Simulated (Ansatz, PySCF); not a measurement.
Reaction (SMILES): C[SiH3] → C[SiH2-] + H+
Geometries: B3LYP-D3(BJ)/def2-TZVP minima from Ansatz (a program for electronic structure).
Geometry of the first species:
```xyz
8

C      0.0034    -0.0064    -1.2421
Si    -0.0017     0.0033     0.6340
H      0.0118    -1.0282    -1.6256
H     -0.8824     0.4951    -1.6359
H      0.8840     0.5079    -1.6311
H     -0.0132     1.3943     1.1492
H     -1.2005    -0.6969     1.1567
H      1.2042    -0.6795     1.1632
```

Property: gas-phase deprotonation energy (0 K, with B3LYP-D3(BJ) harmonic zero-point energies from PySCF), in kJ/mol. Cores are frozen in the correlated levels unless marked. No spin-orbit coupling. Non-relativistic. Anions need diffuse functions: aug- sets have them; def2-D sets add few; the other sets have none. Basis-set limits of correlation are two-point, X^-3; Hartree-Fock from the larger set. The bracket is a focal-point correction in the basis named.

```csv
level,program,gas-phase deprotonation energy (kJ/mol),minus last row
HF/aug-cc-pV(T+d)Z,Ansatz,1616.3,30.2
HF/def2-TZVPD,PySCF,1619.5,33.4
BLYP-D4/def2-TZVPD,Ansatz + dftd4,1566.2,-19.9
revPBE/def2-TZVPD,Ansatz,1577.1,-9.0
TPSS/def2-TZVPD,PySCF,1594.8,8.7
CAM-B3LYP/def2-TZVPD,Ansatz,1587.6,1.5
B2PLYP-D4/def2-TZVPD,Ansatz + dftd4,1585.2,-0.9
RPA@PBE/cc-pV(Q+d)Z,Ansatz,1603.8,17.7
MP2/STO-3G,Ansatz,2109.7,523.6
MP2/cc-pwCVTZ,Ansatz,1603.9,17.8
"RI-MP2/CBS(def2-TZVPPD,def2-QZVPPD)",Ansatz,1589.2,3.1
CCSD(T)/cc-pV(D+d)Z,Ansatz,1615.3,29.2
CCSD(T)/aug-cc-pV(T+d)Z,Ansatz,1581.8,-4.3
CCSD(T)/def2-TZVPP,Ansatz,1597.5,11.4
"RI-MP2/CBS(def2-TZVPPD,def2-QZVPPD)+[CCSD(T)-MP2]/def2-TZVPPD",Ansatz,1586.1,0.0
```
